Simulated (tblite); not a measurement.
Compound: C₆H₃ClN₃ (charge -1).
SMILES with atom numbers: `[Cl:1][c:2]1[cH:3][cH:4][cH:5][c:6]2[n-:7][n:8][n:9][c:10]12` (hydrogens: H11 on C3; H12 on C4; H13 on C5)

The geometry is computed with GFN2-xTB (gas phase).

What internal coordinates does the optimisation give?

```csv
bond,length (pm),order
Cl1–C2,174.6,single
C2–C3,137.4,aromatic
C3–C4,140.3,aromatic
C4–C5,137.4,aromatic
C5–C6,139.3,aromatic
C6–N7,134.9,aromatic
N7–N8,131.2,aromatic
N8–N9,131.1,aromatic
N9–C10,134.9,aromatic
C2–C10,138.9,aromatic
C6–C10,144.2,aromatic
C3–H11,108.2,single
C4–H12,108.4,single
C5–H13,108.2,single
```

Orders are formal, as drawn. A selection of angles:
```csv
angle,degrees
Cl1–C2–C3,119.2
Cl1–C2–C10,120.8
C3–C2–C10,120.0
C2–C3–C4,120.6
C2–C3–H11,119.8
C4–C3–H11,119.6
C3–C4–C5,121.8
C3–C4–H12,118.1
C5–C4–H12,120.0
C4–C5–C6,117.9
C4–C5–H13,121.6
C6–C5–H13,120.5
C5–C6–N7,132.9
C5–C6–C10,121.1
N7–C6–C10,106.0
C6–N7–N8,107.0
N7–N8–N9,113.8
N8–N9–C10,106.6
C2–C10–N9,134.9
C2–C10–C6,118.6
C6–C10–N9,106.5
```

The 5-membered ring C6–N7–N8–N9–C10 has internal angles of 106.0° to 113.8°; it is planar, 0.00 Å rms from its mean plane, widest ring torsion 0°. C5 (aromatic CH carbon) is planar (angles 121.6°, 120.5° and 117.9°, sum 360.0°, 0.00 Å off the plane of its three neighbours). C2 (aromatic C–Cl carbon) is planar (angles 120.8°, 120.0° and 119.2°, sum 360.0°, 0.00 Å off the plane of its three neighbours). The 10 heavy atoms lie in one plane (0.001 Å rms). The 6-membered ring C2–C3–C4–C5–C6–C10 has internal angles of 117.9° to 121.8° (sum 720°, against 720° for a flat polygon); it is planar, 0.00 Å rms from its mean plane, widest ring torsion 0°. N7 (two-coordinate ring nitrogen) is bent (angle 107.0°). C10 (ring-fusion aromatic carbon) is planar (angles 134.9°, 118.6° and 106.5°, sum 360.0°, 0.00 Å off the plane of its three neighbours).

Point group: Cs (every atom within 0.08 Å of its image). Its GFN2-xTB frequencies are all real (lowest 138 cm⁻¹).
